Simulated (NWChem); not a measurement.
System: cyclohexane (C₆H₁₂); SMILES C1CCCCC1

NWChem input:

```
start job
memory heap 200 mb stack 900 mb global 1100 mb
geometry units angstroms noautoz
  C     -1.435675     0.303856    -0.229758
  C     -0.454642     1.394957     0.229405
  C      0.981082     1.090965    -0.229529
  C      1.435675    -0.303856     0.229758
  C      0.454642    -1.394957    -0.229405
  C     -0.981082    -1.090965     0.229529
  H     -1.502257     0.317697    -1.328089
  H     -2.444787     0.517414     0.146017
  H     -0.774214     2.375920    -0.145631
  H     -0.475734     1.458744     1.327846
  H      1.026304     1.141069    -1.327910
  H      1.670429     1.858456     0.145787
  H      2.444787    -0.517414    -0.146017
  H      1.502257    -0.317697     1.328089
  H      0.774214    -2.375920     0.145631
  H      0.475734    -1.458744    -1.327846
  H     -1.026304    -1.141069     1.327910
  H     -1.670429    -1.858456    -0.145787
end
basis spherical
  C library def2-svp
  H library def2-svp
end
dft
  xc xtpss03 ctpss03
  iterations 150
  mulliken
end
task dft energy
```

NWChem printed, in part:

```
             Northwest Computational Chemistry Package (NWChem) 7.3.0
             --------------------------------------------------------

 S6  symmetry detected

                             Geometry "geometry" -> ""
                             -------------------------

 Output coordinates in angstroms (scale by  1.889725989 to convert to a.u.)

  No.       Tag          Charge          X              Y              Z
 ---- ---------------- ---------- -------------- -------------- --------------
    1 C                    6.0000     0.22503847     1.44993046    -0.22956400
    2 C                    6.0000     1.36819585     0.53007620     0.22956400
    3 C                    6.0000     1.14315738    -0.91985427    -0.22956400
    4 C                    6.0000    -0.22503847    -1.44993046     0.22956400
    5 C                    6.0000    -1.36819585    -0.53007620    -0.22956400
    6 C                    6.0000    -1.14315738     0.91985427     0.22956400
    7 H                    1.0000     0.23526493     1.51671277    -1.32794832
    8 H                    1.0000     0.38308716     2.46934728     0.14581167
    9 H                    1.0000     2.33006106     0.90291043    -0.14581167
   10 H                    1.0000     1.43114426     0.55461098     1.32794832
   11 H                    1.0000     1.19587933    -0.96210179    -1.32794832
   12 H                    1.0000     1.94697390    -1.56643685     0.14581167
   13 H                    1.0000    -0.38308716    -2.46934728    -0.14581167
   14 H                    1.0000    -0.23526493    -1.51671277     1.32794832
   15 H                    1.0000    -2.33006106    -0.90291043     0.14581167
   16 H                    1.0000    -1.43114426    -0.55461098    -1.32794832
   17 H                    1.0000    -1.19587933     0.96210179     1.32794832
   18 H                    1.0000    -1.94697390     1.56643685    -0.14581167

 Effective nuclear repulsion energy (a.u.)     254.8893030364

      Symmetry information
      --------------------

 Group name              S6
 Group number             38
 Group order               6
 No. of unique centers     3

                                 NWChem DFT Module
                                 -----------------

 Summary of "ao basis" -> "ao basis" (spherical)
 ------------------------------------------------------------------------------
       Tag                 Description            Shells   Functions and Types
 ---------------- ------------------------------  ------  ---------------------
 C                          def2-svp                 6       14   3s2p1d
 H                          def2-svp                 3        5   2s1p

      Symmetry analysis of basis
      --------------------------

        ag         24
        au         24
        eg+        24
        eg-        24
        eu+        24
        eu-        24

            General Information
            -------------------
          SCF calculation type: DFT
          Wavefunction type:  closed shell.
          No. of atoms     :    18
          No. of electrons :    48
           Alpha electrons :    24
            Beta electrons :    24
          Charge           :     0
          Spin multiplicity:     1
          Use of symmetry is: on ; symmetry adaption is: on
          Maximum number of iterations: 150
          AO basis - number of functions:   144
                     number of shells:    72
          Convergence on energy requested:  1.00D-06
          Convergence on density requested:  1.00D-05
          Convergence on gradient requested:  5.00D-04

              XC Information
              --------------
                  TPSS metaGGA Exchange Functional  1.000
             TPSS03 metaGGA Correlation Functional  1.000

             Grid Information
             ----------------
          Grid used for XC integration:  medium
          Radial quadrature: Mura-Knowles
          Angular quadrature: Lebedev.
          Tag              B.-S. Rad. Rad. Pts. Rad. Cut. Ang. Pts.
          ---              ---------- --------- --------- ---------
          C                   0.70       49          11.0       434
          H                   0.35       45          12.0       434
          Grid pruning is: on
          Number of quadrature shells:   139
          Spatial weights used:  Erf1

      Superposition of Atomic Density Guess
      -------------------------------------

 Sum of atomic energies:        -231.74021127

      Non-variational initial energy
      ------------------------------

 Total energy =    -236.499642
 1-e energy   =    -813.729933
 2-e energy   =     322.340989
 HOMO         =      -0.356116
 LUMO         =       0.086468

      Symmetry analysis of molecular orbitals - initial
      -------------------------------------------------

  Numbering of irreducible representations:

     1 ag          2 au          3 eg+         4 eg-         5 eu+
     6 eu-

  Orbital symmetries:

     1 ag          2 eu+         3 eu+         4 eg+         5 eg+
     6 au          7 ag          8 eu+         9 eu+        10 eg+
    11 eg+        12 au         13 ag         14 au         15 eg+
    16 eg+        17 au         18 eu+        19 eu+        20 eu+
    21 eu+        22 ag         23 eg+        24 eg+        25 ag
    26 au         27 eu+        28 eu+        29 eg+        30 eg+
    31 au         32 ag         33 eg+        34 eg+

     ---------------------------------------------
      Total Density - Mulliken Population Analysis
     ---------------------------------------------

    Atom       Charge   Shell Charges
 -----------   ------   -------------------------------------------------------
    1 C    6     6.18   1.99  0.97  0.18  2.00  1.00  0.03
    2 C    6     6.18   1.99  0.97  0.18  2.00  1.00  0.03
    3 C    6     6.18   1.99  0.97  0.18  2.00  1.00  0.03
    4 C    6     6.18   1.99  0.97  0.18  2.00  1.00  0.03
    5 C    6     6.18   1.99  0.97  0.18  2.00  1.00  0.03
    6 C    6     6.18   1.99  0.97  0.18  2.00  1.00  0.03
    7 H    1     0.91   0.68  0.21  0.02
    8 H    1     0.90   0.68  0.20  0.02
    9 H    1     0.90   0.68  0.20  0.02
   10 H    1     0.91   0.68  0.21  0.02
   11 H    1     0.91   0.68  0.21  0.02
   12 H    1     0.90   0.68  0.20  0.02
   13 H    1     0.90   0.68  0.20  0.02
   14 H    1     0.91   0.68  0.21  0.02
   15 H    1     0.90   0.68  0.20  0.02
   16 H    1     0.91   0.68  0.21  0.02
   17 H    1     0.91   0.68  0.21  0.02
   18 H    1     0.90   0.68  0.20  0.02

   convergence    iter        energy       DeltaE   RMS-Dens  Diis-err
 ---------------- ----- ----------------- --------- --------- ---------
 d= 0,ls=0.0,diis     1   -235.7020638330 -4.91D+02  5.43D-03  3.50D-01
 d= 0,ls=0.0,diis     2   -235.7520723205 -5.00D-02  1.60D-03  1.63D-02
 d= 0,ls=0.0,diis     3   -235.7511275075  9.45D-04  8.56D-04  2.33D-02
 d= 0,ls=0.0,diis     4   -235.7540986050 -2.97D-03  1.03D-04  1.62D-04
 d= 0,ls=0.0,diis     5   -235.7541227068 -2.41D-05  1.80D-05  3.49D-06
 d= 0,ls=0.0,diis     6   -235.7541231829 -4.76D-07  1.57D-06  2.71D-08

         Total DFT energy =     -235.754123182933
      One electron energy =     -820.518905294415
           Coulomb energy =      366.988731004487
    Exchange-Corr. energy =      -37.113251929427
 Nuclear repulsion energy =      254.889303036421

 Numeric. integr. density =       47.999556468957

                  Occupations of the irreducible representations
                  ----------------------------------------------

                     irrep           alpha         beta
                     --------     --------     --------
                     ag                4.0          4.0
                     au                4.0          4.0
                     eg+               8.0          8.0
                     eg-               0.0          0.0
                     eu+               8.0          8.0
                     eu-               0.0          0.0

                       DFT Final Molecular Orbital Analysis
                       ------------------------------------

 Vector   22  Occ=2.000000D+00  E=-2.765790D-01  Symmetry=ag
              MO Center=  9.3D-15,  1.5D-14, -2.1D-15, r^2= 4.3D+00
   Bfn.  Coefficient  Atom+Function         Bfn.  Coefficient  Atom+Function
  ----- ------------  ---------------      ----- ------------  ---------------
    85     -0.195419   7 H  s               100     -0.195419  10 H  s
   105     -0.195419  11 H  s               120     -0.195419  14 H  s
   130     -0.195419  16 H  s               135     -0.195419  17 H  s
     6      0.181138   1 C  pz               20     -0.181138   2 C  pz
    34      0.181138   3 C  pz               48     -0.181138   4 C  pz

 Vector   23  Occ=2.000000D+00  E=-2.603290D-01  Symmetry=eg+
              MO Center= -3.4D-16,  3.1D-15, -1.6D-16, r^2= 4.2D+00
   Bfn.  Coefficient  Atom+Function         Bfn.  Coefficient  Atom+Function
  ----- ------------  ---------------      ----- ------------  ---------------
    19      0.256969   2 C  py               61     -0.256969   5 C  py
    33     -0.250254   3 C  py               75      0.250254   6 C  py
     5     -0.214865   1 C  py               47      0.214865   4 C  py
    90     -0.215476   8 H  s               115     -0.215476  13 H  s
    91     -0.133942   8 H  s               116     -0.133942  13 H  s

 Vector   24  Occ=2.000000D+00  E=-2.603290D-01  Symmetry=eg+
              MO Center=  2.4D-15, -4.8D-15,  1.3D-16, r^2= 4.2D+00
   Bfn.  Coefficient  Atom+Function         Bfn.  Coefficient  Atom+Function
  ----- ------------  ---------------      ----- ------------  ---------------
     4      0.266527   1 C  px               46     -0.266527   4 C  px
    32      0.231138   3 C  px               74     -0.231138   6 C  px
    18     -0.224423   2 C  px               60      0.224423   5 C  px
   110      0.187116  12 H  s               140      0.187116  18 H  s
    95     -0.186099   9 H  s               125     -0.186099  15 H  s

 Vector   25  Occ=0.000000D+00  E= 4.399332D-02  Symmetry=ag
              MO Center=  6.7D-16,  7.2D-16, -1.5D-16, r^2= 9.0D+00
   Bfn.  Coefficient  Atom+Function         Bfn.  Coefficient  Atom+Function
  ----- ------------  ---------------      ----- ------------  ---------------
     3      0.717255   1 C  s                17      0.717255   2 C  s
    31      0.717255   3 C  s                45      0.717255   4 C  s
    59      0.717255   5 C  s                73      0.717255   6 C  s
    91     -0.597559   8 H  s                96     -0.597559   9 H  s
   111     -0.597559  12 H  s               116     -0.597559  13 H  s

 Vector   26  Occ=0.000000D+00  E= 6.407383D-02  Symmetry=au
              MO Center= -1.6D-14,  1.6D-15, -6.1D-15, r^2= 7.3D+00
   Bfn.  Coefficient  Atom+Function         Bfn.  Coefficient  Atom+Function
  ----- ------------  ---------------      ----- ------------  ---------------
    86     -0.744448   7 H  s               101      0.744448  10 H  s
   106     -0.744448  11 H  s               121      0.744448  14 H  s
   131     -0.744448  16 H  s               136      0.744448  17 H  s
     3      0.700943   1 C  s                17     -0.700943   2 C  s
    31      0.700943   3 C  s                45     -0.700943   4 C  s

 Vector   27  Occ=0.000000D+00  E= 8.317633D-02  Symmetry=eu+
              MO Center=  4.7D-15,  1.2D-15,  6.5D-16, r^2= 9.8D+00
   Bfn.  Coefficient  Atom+Function         Bfn.  Coefficient  Atom+Function
  ----- ------------  ---------------      ----- ------------  ---------------
    31      1.425995   3 C  s                73     -1.425995   6 C  s
    17      0.977841   2 C  s                59     -0.977841   5 C  s
   111     -0.975709  12 H  s               141      0.975709  18 H  s
   106     -0.728251  11 H  s               136      0.728251  17 H  s
    96     -0.669127   9 H  s               126      0.669127  15 H  s

     ---------------------------------------------
      Total Density - Mulliken Population Analysis
     ---------------------------------------------

    Atom       Charge   Shell Charges
 -----------   ------   -------------------------------------------------------
    1 C    6     6.01   1.99  0.92  0.12  2.11  0.84  0.04
    2 C    6     6.01   1.99  0.92  0.12  2.11  0.84  0.04
    3 C    6     6.01   1.99  0.92  0.12  2.11  0.84  0.04
    4 C    6     6.01   1.99  0.92  0.12  2.11  0.84  0.04
    5 C    6     6.01   1.99  0.92  0.12  2.11  0.84  0.04
    6 C    6     6.01   1.99  0.92  0.12  2.11  0.84  0.04
    7 H    1     1.00   0.77  0.21  0.02
    8 H    1     0.99   0.77  0.20  0.02
    9 H    1     0.99   0.77  0.20  0.02
   10 H    1     1.00   0.77  0.21  0.02
   11 H    1     1.00   0.77  0.21  0.02
   12 H    1     0.99   0.77  0.20  0.02
   13 H    1     0.99   0.77  0.20  0.02
   14 H    1     1.00   0.77  0.21  0.02
   15 H    1     0.99   0.77  0.20  0.02
   16 H    1     1.00   0.77  0.21  0.02
   17 H    1     1.00   0.77  0.21  0.02
   18 H    1     0.99   0.77  0.20  0.02

     -------------------------------------------
      Total Density - Lowdin Population Analysis
     -------------------------------------------

    Atom       Charge   Shell Charges
 -----------   ------   -------------------------------------------------------
    1 C    6     6.03   1.96  0.59  0.29  1.92  1.18  0.09
    2 C    6     6.03   1.96  0.59  0.29  1.92  1.18  0.09
    3 C    6     6.03   1.96  0.59  0.29  1.92  1.18  0.09
    4 C    6     6.03   1.96  0.59  0.29  1.92  1.18  0.09
    5 C    6     6.03   1.96  0.59  0.29  1.92  1.18  0.09
    6 C    6     6.03   1.96  0.59  0.29  1.92  1.18  0.09
    7 H    1     0.98   0.65  0.26  0.06
    8 H    1     0.98   0.66  0.26  0.06
    9 H    1     0.98   0.66  0.26  0.06
   10 H    1     0.98   0.65  0.26  0.06
   11 H    1     0.98   0.65  0.26  0.06
   12 H    1     0.98   0.66  0.26  0.06
   13 H    1     0.98   0.66  0.26  0.06
   14 H    1     0.98   0.65  0.26  0.06
   15 H    1     0.98   0.66  0.26  0.06
   16 H    1     0.98   0.65  0.26  0.06
   17 H    1     0.98   0.65  0.26  0.06
   18 H    1     0.98   0.66  0.26  0.06

     Multipole analysis of the density
     ---------------------------------

     L   x y z        total         alpha         beta         nuclear
     -   - - -        -----         -----         ----         -------
     0   0 0 0      0.000000    -24.000000    -24.000000     48.000000

     1   1 0 0     -0.000000     -0.000000     -0.000000     -0.000000
     1   0 1 0      0.000000      0.000000      0.000000      0.000000
     1   0 0 1     -0.000000     -0.000000     -0.000000      0.000000

     2   2 0 0    -29.997435   -130.261119   -130.261119    230.524803
     2   1 1 0     -0.000000     -0.000000     -0.000000      0.000000
     2   1 0 1      0.000000      0.000000      0.000000     -0.000000
     2   0 2 0    -29.997435   -130.261119   -130.261119    230.524803
     2   0 1 1     -0.000000     -0.000000     -0.000000      0.000000
     2   0 0 2    -29.622576    -37.318695    -37.318695     45.014813
```

Level: TPSS/def2-SVP. Geometry: optimised at B3LYP/6-31G* (spherical d).
